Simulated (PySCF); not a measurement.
NMR data simulated for an unnamed compound:

1H NMR (300 MHz, computed): δ 7.18 (m, 2H), 7.09 (m, 2H), 7.04 (m, 1H), 3.47 (s, 2H), 1.59 (s, 3H).

13C{1H} NMR (computed): δ 132.0 (C), 123.5 (CH), 121.6 (CH), 120.9 (CH), 43.5 (CH2), 18.6 (CH3).

- KT3/pcSseg-1 with gauge-including orbitals
- structure optimised with PBE0-D3(BJ)/def2-SVP
- program: PySCF 2.14.0 with density-fitted response routines
- isolated molecule, one computed conformer, relativity neglected, averaged over atoms made equivalent by symmetry, fast rotation or ring inversion

References, each an isolated molecule treated in the same way: 1H (σref 31.32) and 13C (σref 182.31) against TMS.

Which of these does the molecule contain: an S-methyl group, a tert-butyl group, an aldehyde, an OH group, a benzene ring?

## Answers


- An S-methyl group: yes (δC 18.6; δH 1.59 (s)).
- A tert-butyl group: no.
- An aldehyde: no.
- An OH group: no.
- A benzene ring: yes.

The data belong to SMILES CSCc1ccccc1, C8H10S; they needn't prove each group on their own.

Carbon signals by region: 4 in the sp2 and nitrile region (100–160 ppm), 2 below 50 ppm.

Shifts are as computed, not scaled to solution data. Of 1211 compounds with measured shifts, 218 miss one by over three times the rms of a fit or turn the order of signals round; such compounds aren't used in these exercises. No couplings were computed; multiplicities are counted from neighbouring protons, with m where these are inequivalent, close in shift, in a saturated or five-membered ring or joined by F or P, and br s for small geminal =CH2 splittings.
